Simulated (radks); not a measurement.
Species: the scandium ion Sc+. Configuration: [Ar] 3d1 4s1 (the NIST ground configuration).

Method: Dirac Kohn-Sham, PBE, spin-unpolarised, spherical densities, point nucleus; open shells are shared between the two j in proportion to 2j + 1; computed with a radial shooting solver on a logarithmic mesh with Libxc functionals.

Energy parts (eV):
total: -20784.308
kinetic: 20967.424
electron-nucleus: -49264.070
Hartree: 8566.388
exchange-correlation: -1054.050

Orbitals (lengths in bohr, moments of r in powers of bohr; <r^-3> diverges for s and p1/2):
orbital  occ.  eigenvalue (eV)  <r^-3>
1s1/2       2        -4403.711       -
2s1/2       2        -481.2385       -
2p1/2       2        -398.2775       -
2p3/2       4        -393.6351   220.0
3s1/2       2         -62.0290       -
3p1/2       2         -40.9555       -
3p3/2       4         -40.4456   24.32
3d3/2     0.4          -9.9883   1.498
3d5/2     0.6          -9.9553   1.483
4s1/2       1          -9.7272       -
4p1/2       0          -6.3457       -
4p3/2       0          -6.3075   1.830

The highest occupied level is 4s1/2 at -9.727 eV. Summed over all electrons, <r^2> = 29.98 bohr^2, which gives a Langevin (diamagnetic) susceptibility term of -23.7 x 10^-6 cm^3/mol.

Run on one thread of a shared host, so times are rough (Arm Neoverse V2): 0.11 s of CPU time, 0.11 s wall, 14 iterations on 2602 mesh points.
